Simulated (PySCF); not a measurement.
Two species compared at the same levels of theory.

First species: C4H10N2OSi2.
Geometry (GFN2-xTB, Å), atoms numbered from 1 in this order:
```xyz
19
C4H10N2OSi2 angstrom
N     -0.319    1.919   -2.640
C     -0.208    0.689   -2.350
C     -0.343    0.176   -1.001
C     -0.221   -1.131   -0.702
Si    -0.399   -1.733    1.075
Si     1.474   -1.290    2.359
C     -0.604    1.054    0.157
N     -0.710    2.362   -0.069
O     -0.696    0.554    1.282
H     -0.212    2.147   -3.624
H     -0.009   -0.090   -3.098
H      0.008   -1.831   -1.493
H     -0.344   -3.207    0.808
H     -1.755   -1.590    1.600
H      1.709    0.099    2.749
H      1.406   -2.073    3.597
H      2.709   -1.711    1.678
H     -0.881    2.989    0.699
H     -0.615    2.676   -1.036
```

Second species: C5H10FPSi.
InChI=1S/C5H10FPSi/c6-3-5-1-2-8(7)4-5/h1,8H,2-4,7H2/t8-/m1/s1

Levels: PBE0/pcSseg-1 for HOMO energy, LUMO energy and HOMO–LUMO gap. Geometries: GFN2-xTB. Each species is one conformer at its optimised geometry, gas phase, non-relativistic unless stated; the electronic structure was computed with PySCF and density fitting.

The conformers computed, where there is a choice (atom-mapped SMILES and torsion angles):
- `[H]/[N:1]=[CH:2]/[C:3](=[CH:4]/[SiH2:5][SiH3:6])[C:7]([NH2:8])=[O:9]`: N1–C2–C3–C4 180°, C3–C4–Si5–Si6 -76°, C2–C3–C7–N8 0°, H–N8–C7–C3 180°, H–N8–C7–C3 1°

The conformers of `FCC1=CC[Si@@H](P)C1` aren't listed.

Values for the first species:

| Quantity | Value |
| --- | --- |
| HOMO energy | -7.32 eV |
| LUMO energy | -2.36 eV |
| HOMO–LUMO gap | 4.96 eV |

(1) Estimate the same properties for the second species, and the change in each.

## Answers

(1) 
```csv
property,first,second,second less first
HOMO energy,-7.32 eV,-7.09 eV,+0.23 eV
LUMO energy,-2.36 eV,0.40 eV,+2.76 eV
HOMO–LUMO gap,4.96 eV,7.49 eV,+2.53 eV
```

On the first:  GFN2-xTB frequencies show an imaginary mode (73i cm⁻¹), so this geometry is no minimum at that level.

